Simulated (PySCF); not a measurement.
BeH2: 4 charge schemes on one density

Species: BeH2.
Z-matrix (Å and degrees, PBE0-D3(BJ)/def2-SVP geometry), rows numbered from 1:
```
Be
H   1  1.3391
H   1  1.3391  2  179.97
```

Density: PBE0/pcSseg-1 (PySCF); schemes: Mulliken, IAO, Hirshfeld and ESP-fitted. Geometry: PBE0-D3(BJ)/def2-SVP; no solvent, vibrations or thermal averaging.

Task: Atoms with like bonding are taken together and averaged. Do the Mulliken, IAO, Hirshfeld and ESP-fitted schemes agree on where the charge is highest?

Result: All schemes agree: Mulliken Be1 (+0.413); IAO Be1 (+1.150); Hirshfeld Be1 (+0.362); ESP-fitted Be1 (+0.651).

Task: At which atom do the 4 schemes differ most?

Result: At Be1: from +0.362 (Hirshfeld) to +1.150 e (IAO), 0.788 e apart.

Task: For which atoms does the sign change between the 4 schemes (beyond +0.03 e in one, beyond −0.03 e in another)?

Result: For none.

Task: Give the atomic charges in each scheme.

Result: In e; atoms taken as equivalent share a row and are averaged (×n: the atom named and its like, n in all):

| atom | environment | Mulliken | IAO | Hirshfeld | ESP-fitted |
| --- | --- | --- | --- | --- | --- |
| Be1 | beryllium bonded to 2 H | +0.413 | +1.150 | +0.362 | +0.651 |
| H2/H3 | hydrogen on Be1 | -0.206 | -0.575 | -0.181 | -0.326 |

Mean size of the charges over all atoms: IAO 0.767 e, ESP-fitted 0.434 e, Mulliken 0.275 e, Hirshfeld 0.241 e. Each set sums to the total charge, 0, to within 0.001 e. The Hirshfeld scheme divides the density at each point in proportion to the densities of the neutral, spherically averaged free atoms.

Task: Sum the charges by element, for elements with more than one atom.

Result: 
```csv
element,atoms,Mulliken,IAO,Hirshfeld,ESP-fitted
H,2,-0.413,-1.150,-0.362,-0.651
```

Task: How many electrons does the Hirshfeld scheme count on Be1?

Result: Z − q = 4 − (+0.362) = 3.638.
